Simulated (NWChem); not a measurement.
Species: BBr$_{2}$F; SMILES FB(Br)Br

Results from NWChem. Pople sets run with spherical d functions. All runs use the structure optimised with PBE0/def2-SVP. Static field.

```json
[
 {"level": "CAM-B3LYP/6-31G*", "basis functions": "92", "isotropic polarisability (bohr³)": "41.1", "anisotropy (bohr³)": "30.5", "relative time": "1"},
 {"level": "CAM-B3LYP/def2-SVP", "basis functions": "92", "isotropic polarisability (bohr³)": "39.8", "anisotropy (bohr³)": "26.6", "relative time": "1"},
 {"level": "CAM-B3LYP/def2-SVPD", "basis functions": "125", "isotropic polarisability (bohr³)": "55.9", "anisotropy (bohr³)": "26.2", "relative time": "3"},
 {"level": "CAM-B3LYP/aug-cc-pVDZ", "basis functions": "118", "isotropic polarisability (bohr³)": "54.3", "anisotropy (bohr³)": "27.3", "relative time": "8"}
]
```

Times are rough ratios from one shared machine.
